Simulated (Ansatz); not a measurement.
```yaml
crystal:
  periodic: [false, false, false]
  atoms:
    - {symbol: C, position_ang: [0.552404, -3.385918, -0.580014]}
    - {symbol: O, position_ang: [0.593888, -2.005504, -0.728770]}
    - {symbol: Hf, position_ang: [0.132782, -0.150793, -0.883199]}
    - {symbol: Cl, position_ang: [-0.117319, 0.522627, -3.172345]}
    - {symbol: N, position_ang: [-1.617308, 0.231892, 0.070665]}
    - {symbol: C, position_ang: [-2.764118, -0.502865, -0.410285]}
    - {symbol: C, position_ang: [-1.938600, 1.101856, 1.170333]}
    - {symbol: N, position_ang: [1.548150, 0.945904, 0.049730]}
    - {symbol: C, position_ang: [2.723581, 0.565671, 0.788123]}
    - {symbol: C, position_ang: [1.396587, 2.377568, -0.078825]}
    - {symbol: H, position_ang: [-0.337109, -3.696618, -0.020572]}
    - {symbol: H, position_ang: [1.437093, -3.735979, -0.037677]}
    - {symbol: H, position_ang: [0.535103, -3.877959, -1.558202]}
    - {symbol: H, position_ang: [-2.492537, -1.158617, -1.248365]}
    - {symbol: H, position_ang: [-3.202653, -1.140040, 0.371591]}
    - {symbol: H, position_ang: [-3.553358, 0.167589, -0.779341]}
    - {symbol: H, position_ang: [-1.049283, 1.635093, 1.512745]}
    - {symbol: H, position_ang: [-2.341637, 0.541457, 2.027182]}
    - {symbol: H, position_ang: [-2.694370, 1.849928, 0.888149]}
    - {symbol: H, position_ang: [3.640087, 0.943419, 0.312494]}
    - {symbol: H, position_ang: [2.701142, 0.961736, 1.813679]}
    - {symbol: H, position_ang: [2.801671, -0.521742, 0.850475]}
    - {symbol: H, position_ang: [0.501674, 2.629746, -0.663523]}
    - {symbol: H, position_ang: [1.291843, 2.866741, 0.900411]}
    - {symbol: H, position_ang: [2.252307, 2.834817, -0.594469]}
basis:
  gaussian: {orbitals: def2-TZVPD}
total_charge: 4
hamiltonian: {xc: {name: revPBE}}
output: {forces: true}
```

```sh
$ ansatz run in.yaml --threads 4 --pin off --events-out ev --progress --plain --max-ram 66560MiB --backend cuda --devices 0, --max-vram 37GiB
```

It prints (some lines left out):

```
Functional definition: revPBE
2824 factors; their error is unknown
mean field evaluation 1: about -24069.2079 eV, gradient 2.3e2 eV
mean field evaluation 2: about -19637.1351 eV, gradient 1.2e3 eV
mean field evaluation 4: about -24085.9347 eV, gradient 2.5e2 eV
mean field evaluation 8: about -24181.5415 eV, gradient 1.0e2 eV
mean field evaluation 16: about -24232.8759 eV, gradient 1.3e1 eV
mean field evaluation 32: about -24219.3260 eV, gradient 5.1e1 eV
mean field evaluation 64: about -24232.2952 eV, gradient 8.5e0 eV
mean field evaluation 96: about -24232.6331 eV, gradient 7.1e0 eV
mean field evaluation 128: about -24232.9853 eV, gradient 3.0e0 eV
mean field -24233.18274637 eV, -890.5530400878 hartree, gradient 1.4e-5 eV, S^2 0.000000; 8 other end points of the search recorded, 0 dependent functions left out
reference -24233.18283610 eV, -890.5530433856 hartree; 46, 46 occupied and 477, 477 virtual orbitals, 2824 factors
Total energy: -24233.18283610 eV, -890.5530433856 hartree
Atom 0 at     0.552404    -3.385918    -0.580014 Å, force     0.536503     0.613155     0.128512 eV/Å
Atom 1 at     0.593888    -2.005504    -0.728770 Å, force    -0.637600    -0.662595     0.581984 eV/Å
Atom 2 at     0.132782    -0.150793    -0.883199 Å, force     0.373539    -1.508230    -3.898710 eV/Å
Atom 3 at    -0.117319     0.522627    -3.172345 Å, force     0.082364    -0.061734     0.605920 eV/Å
Atom 4 at    -1.617308     0.231892     0.070665 Å, force    -4.428067     0.274970     2.150527 eV/Å
Atom 5 at    -2.764118    -0.502865    -0.410285 Å, force     1.552262    -0.473483    -1.224335 eV/Å
Atom 6 at    -1.938600     1.101856     1.170333 Å, force     2.141482     0.178490    -0.519635 eV/Å
Atom 7 at     1.548150     0.945904     0.049730 Å, force     4.301102     3.093667     1.430145 eV/Å
Atom 8 at     2.723581     0.565671     0.788123 Å, force    -1.804981    -2.047066    -0.225987 eV/Å
Atom 9 at     1.396587     2.377568    -0.078825 Å, force    -1.682318    -0.877152    -0.639881 eV/Å
Atom 10 at    -0.337109    -3.696618    -0.020572 Å, force    -0.796605    -0.230153     0.283805 eV/Å
Atom 11 at     1.437093    -3.735979    -0.037677 Å, force     0.764260    -0.333938     0.266490 eV/Å
Atom 12 at     0.535103    -3.877959    -1.558202 Å, force    -0.011645    -0.591175    -0.960338 eV/Å
Atom 13 at    -2.492537    -1.158617    -1.248365 Å, force    -0.011395    -0.213135    -0.242468 eV/Å
Atom 14 at    -3.202653    -1.140040     0.371591 Å, force    -0.612500    -0.133904     0.692031 eV/Å
Atom 15 at    -3.553358     0.167589    -0.779341 Å, force    -0.823554     0.485764     0.120812 eV/Å
Atom 16 at    -1.049283     1.635093     1.512745 Å, force     0.117602     0.177048     0.198876 eV/Å
Atom 17 at    -2.341637     0.541457     2.027182 Å, force    -0.741121    -0.353393     0.503778 eV/Å
Atom 18 at    -2.694370     1.849928     0.888149 Å, force    -0.920289     0.317992    -0.047693 eV/Å
Atom 19 at     3.640087     0.943419     0.312494 Å, force     0.873318     0.732251    -0.198098 eV/Å
Atom 20 at     2.701142     0.961736     1.813679 Å, force     0.402888     0.795454     0.679551 eV/Å
Atom 21 at     2.801671    -0.521742     0.850475 Å, force     0.172086    -0.288430    -0.022513 eV/Å
Atom 22 at     0.501674     2.629746    -0.663523 Å, force    -0.185774     0.181752    -0.242000 eV/Å
Atom 23 at     1.291843     2.866741     0.900411 Å, force     0.475725     0.468322     0.655321 eV/Å
Atom 24 at     2.252307     2.834817    -0.594469 Å, force     0.862720     0.455526    -0.076093 eV/Å
Dipole moment:    -0.167151     0.194707     1.976281 e Å
```

In this input the charge is far from anything that the molecule holds. Self-consistency was reached. The result belongs to that input, not to the molecule as meant.
